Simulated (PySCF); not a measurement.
(3S)-3-fluoro-2-methylbut-1-ene (C5H9F), SMILES C=C(C)[C@H](C)F. Atoms are numbered in the order given.

```xyz
15

C     -1.3716    -1.0150     0.6494
C     -0.7517    -0.1443    -0.1504
C     -1.2816     0.2601    -1.5031
C      0.5488     0.5099     0.2670
C      1.7226     0.1440    -0.6295
F      0.8734     0.1512     1.5659
H     -0.9539    -1.2774     1.6239
H     -2.3150    -1.4815     0.3494
H     -0.6393    -0.1167    -2.3164
H     -1.3196     1.3584    -1.6029
H     -2.2951    -0.1346    -1.6623
H      0.4050     1.6077     0.2641
H      2.6445     0.6028    -0.2423
H      1.5633     0.5003    -1.6579
H      1.8505    -0.9492    -0.6494
```
Charge 0, spin multiplicity 1.

Geometry optimised at ωB97X-D3(BJ)/def2-SVP. One conformer was computed; it need not be the lowest.

All values below come from PBE/def2-TZVP (PySCF).

ESP charges are fitted to the potential on shells at 1.4 to 2.0 van der Waals radii. Atomic charges (e):

```csv
atom,Löwdin,meta-Löwdin,ESP fit
C1,-0.19,-0.29,-0.66
C2,-0.23,0.02,0.27
C3,-0.27,-0.35,-0.57
C4,-0.34,0.20,0.34
C5,-0.29,-0.36,-0.44
F6,0.13,-0.31,-0.27
H7,0.13,0.13,0.23
H8,0.12,0.12,0.23
H9,0.13,0.12,0.16
H10,0.13,0.12,0.14
H11,0.13,0.13,0.17
H12,0.14,0.11,0.02
H13,0.13,0.13,0.13
H14,0.13,0.12,0.11
H15,0.13,0.12,0.13
```

Computed Mayer and Wiberg (Löwdin basis) orders of the bonds:
```tsv
bond	Mayer	Wiberg
C1–C2	1.92	2.04
C2–C3	0.97	1.23
C2–C4	0.99	1.12
C4–C5	0.97	1.25
C4–F6	1.06	1.61
C1–H7	0.94	0.88
C1–H8	0.94	0.88
C3–H9	0.95	0.89
C3–H10	0.95	0.89
C3–H11	0.96	0.89
C4–H12	0.95	0.81
C5–H13	0.96	0.90
C5–H14	0.95	0.89
C5–H15	0.96	0.90
```
